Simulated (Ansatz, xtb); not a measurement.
CHBSn: which of two structures lies lower

We compare a, a singlet given by its coordinates, with b, `B=[C]=[Sn]`, a singlet. Both are isolated molecules in the gas phase, relaxed with PBE0-D3(BJ)/def2-SVP.

a (Å):

```xyz
4

C     1.4973    2.0989    1.0685
B     0.6149    3.1028    1.3843
Sn    1.5269    2.8850    3.2773
H     2.1174    1.3171    0.6394
```

Close contacts (Å): C1–B2 1.37, C1–Sn3 2.34, B2–Sn3 2.11, C1–H4 1.09.

b (Å):

```yaml
atoms:
  - { symbol: C, position_ang: [0.0000, 0.0000, -0.4936] }
  - { symbol: B, position_ang: [0.0000, 0.0000, 0.8775] }
  - { symbol: Sn, position_ang: [0.0000, 0.0000, -2.4498] }
  - { symbol: H, position_ang: [0.0000, 0.0000, 2.0659] }
```

Question: Estimate which is lower in electronic energy at CCSD(T)/def2-TZVPP, and by roughly how much.

Answer: The CCSD(T)/def2-TZVPP calculation puts structure b lower, by 30.9 kJ/mol.

How the difference moves with the method:

```
               level              geometry  E(b) − E(a) (kJ/mol)  departure from the last row (kJ/mol)  job, with rough time for the two
            GFN2-xTB              GFN2-xTB                  −103.0                                 −72.0              optimisation, 0.25 s
           HF/STO-3G              GFN2-xTB                   −45.5                                 −14.6               single point, 1.1 s
  r2SCAN-D4/def2-SVP              GFN2-xTB                   −41.0                                 −10.0               single point, 2.5 s
PBE0-D3(BJ)/def2-SVP  PBE0-D3(BJ)/def2-SVP                   −32.5                                  −1.6                optimisation, 28 s
       HF/def2-TZVPP  PBE0-D3(BJ)/def2-SVP                   −60.2                                 −29.3           part of the CCSD(T) run
      MP2/def2-TZVPP  PBE0-D3(BJ)/def2-SVP                   −38.9                                  −7.9           part of the CCSD(T) run
  CCSD(T)/def2-TZVPP  PBE0-D3(BJ)/def2-SVP                   −30.9                                                      single point, 38 s
```

The levels shown agree on the order. The largest departure from CCSD(T)/def2-TZVPP is that of GFN2-xTB, 72.0 kJ/mol.

With harmonic frequencies from PBE0-D3(BJ)/def2-SVP (ideal gas, rigid rotor, one conformer each, 400 K, 1 atm): on the last row, ΔE + ΔZPE = −34.7, ΔH = −32.4, ΔG = −32.1 kJ/mol.

The correlated steps freeze 6 core orbitals; the filled d shell of Sn is correlated, in a basis made for valence electrons. Atoms past krypton carry core potentials in the def2 sets, other sets are all-electron and non-relativistic, and no spin–orbit term is included. Codes used: Ansatz 0.2.0, xtb 6.7.1; the last row on 1 thread of Intel(R) Xeon(R) Platinum 8259CL CPU @ 2.50GHz (Skylake/Cascade Lake) on a shared host.
